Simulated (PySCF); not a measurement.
C5H7N, SMILES C#CC/C=N/C.

Geometry: PBE-D3(BJ)/def2-SVP. The structure was generated by enumeration; whether it is a known compound was not checked. One conformer was computed; it need not be the lowest.

Level of theory: TDA-PBE/def2-SVPD (PySCF).

Vertical excitations. Isolated molecule, no solvent.

Computed excitation energies, oscillator strengths and character:
```tsv
state	energy (eV)	λ (nm)	f	main pairs
S1	4.83	257	0.006	HOMO→LUMO 97 %
S2	5.14	241	0.010	HOMO−1→LUMO 94 %
S3	5.33	233	0.018	HOMO−2→LUMO 93 %
S4	5.89	210	0.005	HOMO→LUMO+1 90 %
S5	5.97	208	0.014	HOMO→LUMO+2 89 %
S6	6.49	191	0.009	HOMO→LUMO+3 89 %
S7	6.54	189	0.000	HOMO−1→LUMO+2 61 %, HOMO−2→LUMO+1 17 %, HOMO−1→LUMO+1 17 %
S8	6.56	189	0.044	HOMO→LUMO+4 93 %
S9	6.74	184	0.002	HOMO−2→LUMO+1 28 %, HOMO−2→LUMO+2 28 %, HOMO−1→LUMO+1 22 %, HOMO−1→LUMO+2 20 %
S10	6.74	184	0.002	HOMO−2→LUMO+1 48 %, HOMO−2→LUMO+2 27 %, HOMO−1→LUMO+1 16 %
T1	4.05	306	0	HOMO→LUMO 99 %
T2	4.73	262	0	HOMO−3→LUMO 52 %, HOMO−1→LUMO 38 %
T3	4.97	249	0	HOMO−2→LUMO 71 %
T4	5.10	243	0	HOMO−1→LUMO 54 %, HOMO−3→LUMO 37 %
```
Triplets are in the Tamm–Dancoff approximation.
